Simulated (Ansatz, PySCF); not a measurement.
SiFCl2Br, SMILES F[Si](Cl)(Br)Cl. Atoms are numbered in the order given.

```xyz
5

F     -0.4274     1.8902     0.0000
Si    -0.4447     0.2843     0.0000
Cl    -1.4200    -0.3413    -1.6610
Cl    -1.4200    -0.3414     1.6610
Br     1.6070    -0.4362     0.0000
```
Charge 0, spin multiplicity 1.

Geometry: ωB97X-D3(BJ)/def2-SVP.

Two levels are set side by side: PBE-D3(BJ)/def2-SVP (Ansatz, a quantum-chemistry and plane-wave program) and ωB97X-D3(BJ)/def2-SVP (PySCF). Each level has its own optimised geometry; the coordinates shown are those of the second. Frequencies come from the Hessian of PySCF at each geometry. Differences are taken from unrounded values.

```json
[
 {"quantity": "mean bond length (Å)", "ωB97X-D3(BJ)": "1.958"},
 {"quantity": "bond F1–Si2 (Å)", "ωB97X-D3(BJ)": "1.606"},
 {"quantity": "bond Si2–Cl3 (Å)", "ωB97X-D3(BJ)": "2.025"},
 {"quantity": "bond Si2–Cl4 (Å)", "ωB97X-D3(BJ)": "2.025"},
 {"quantity": "bond Si2–Br5 (Å)", "ωB97X-D3(BJ)": "2.174"},
 {"quantity": "highest harmonic wavenumber (cm⁻¹)", "ωB97X-D3(BJ)": "948"},
 {"quantity": "mean harmonic wavenumber (cm⁻¹)", "ωB97X-D3(BJ)": "405"},
 {"quantity": "zero-point energy (kcal/mol)", "ωB97X-D3(BJ)": "5.21"}
]
```

Problem. What does PBE-D3(BJ) give, and how far is it from ωB97X-D3(BJ)? (The exact figures need the calculation; the answer reports its results.)

Solution. 
```
quantity                            PBE-D3(BJ)  PBE-D3(BJ) minus ωB97X-D3(BJ)
----------------------------------  ----------  -----------------------------
mean bond length (Å)                     1.979                          0.021
bond F1–Si2 (Å)                          1.621                          0.015
bond Si2–Cl3 (Å)                         2.046                          0.021
bond Si2–Cl4 (Å)                         2.046                          0.021
bond Si2–Br5 (Å)                         2.202                          0.028
highest harmonic wavenumber (cm⁻¹)         906                            -42
mean harmonic wavenumber (cm⁻¹)            382                            -23
zero-point energy (kcal/mol)              4.92                          -0.29
```

Exact exchange shortens and stiffens bonds; PBE has none. Differences between two approximate levels are no errors against the true value.
